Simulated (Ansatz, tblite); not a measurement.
Adding an electron: the cluster Pd₃H₃⁺. Charge 1, multiplicity 1. Geometry: PBE-D4/def2-TZVP. Ansatz, gas phase; energy differences of separate SCF runs; the reduced species was run as a doublet alone.

Cartesian coordinates in Å:
```
Pd -0.792 -1.180 -0.786
Pd 1.530 0.227 -0.496
Pd -0.185 -0.026 1.613
H -1.300 -0.132 0.393
H 0.626 1.034 0.633
H 0.122 0.077 -1.357
```

In the def2 sets Pd takes a core potential; there is no spin–orbit coupling. The xTB rows come from tblite. HOMO above LUMO, or a gap near zero within one spin, warns that the state may not be the lowest or that an electron is smeared out. The structure comes from a short search, and lower isomers may exist.

| level | −HOMO (eV) | −LUMO (eV) | vertical EA (eV) | HOMO–LUMO gap (eV) | remarks |
| --- | --- | --- | --- | --- | --- |
| GFN1-xTB | 15.93 | 14.65 | 11.78 | 1.27 | – |
| GFN2-xTB | 14.36 | 13.55 | 11.20 | 0.81 | – |
| PBE-D4/def2-TZVP | 10.56 | 8.82 | 6.33 | 1.74 | gap within one spin near zero (doublet) |
| r2SCAN-D4/def2-TZVP | 10.62 | 8.63 | 6.21 | 1.99 | – |
| PBE0-D4/def2-TZVP | 11.64 | 7.90 | 6.18 | 3.74 | – |

  Raw xTB energy differences between charge states are shifted by several eV; the methods need an empirical correction for them.
